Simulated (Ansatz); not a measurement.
`[SiH3][SnH3]` + `CN([SiH3])[SiH2]Cl` → `CN([SiH3])[SiH3]` + `Cl[SiH2][SnH3]` at 500 K and 1 bar (redistribution).

Calculated with Ansatz (gas phase, PBE0-D4/def2-TZVP geometries, no zero-point term in ΔE). CCSD(T)/CBS is the MP2 limit (def2-TZVPP, def2-QZVPP) plus CCSD(T) − MP2 in def2-TZVPP, frozen cores. def2 core potentials past Kr. For Sn outer-core shells are correlated without core-valence functions, which leaves a few kJ/mol of doubt a bond. Each species was taken in one conformer, which may not be the lowest.

| species | CCSD(T)/CBS energy (Eh) | H − E (kJ/mol) | S (J/(mol·K)) |
| --- | --- | --- | --- |
| `[SiH3][SnH3]` | -506.68362 | 154.7 | 359.8 |
| `CN([SiH3])[SiH2]Cl` | -1135.59245 | 289.0 | 462.2 |
| `CN([SiH3])[SiH3]` | -676.35037 | 299.0 | 427.5 |
| `Cl[SiH2][SnH3]` | -965.91563 | 144.4 | 408.4 |

H − E and S are ideal-gas, rigid-rotor, harmonic terms from PBE0-D4/def2-TZVP, for one conformer and one mirror image of each species. 1 Eh = 2625.50 kJ/mol, R = 8.31446 J/(mol·K).

Q: By hand: ΔE, ΔH, ΔS and ΔG.

A: ΔE = (-676.35037) + (-965.91563) − (-506.68362) − (-1135.59245) = 0.01007 Eh = 26.4 kJ/mol. Δ(H − E) = 299.0 + 144.4 − 154.7 − 289.0 = -0.3, so ΔH = 26.1 kJ/mol. ΔS = 427.5 + 408.4 − 359.8 − 462.2 = 13.9 J/(mol·K). ΔG = 26.1 − 500 × (13.9)/1000 = 19.2 kJ/mol.

Q: By hand: the equilibrium constant, and the temperature at which ΔG would vanish if ΔH and ΔS stayed fixed.

A: log₁₀ K = −ΔG/(RT ln 10) = -2.0. ΔG = 0 at ΔH/ΔS = 1878 K, though so small a ΔS makes that figure unsure.

The number of gas molecules stays the same, so ΔS is small and ΔH decides. A doubt of 5 kJ/mol in ΔE shifts log₁₀ K by 0.5 here. Other conformers and mirror images would add mixing entropy, several J/(mol·K) or more a flexible species. Modes under 60 cm⁻¹, often nearly free rotors, make the harmonic entropy too high. These are equilibria of isolated gas molecules and say nothing of rates. Largest T1 diagnostic: 0.013 (customary marks: 0.02 for closed shells, 0.045 for open ones).
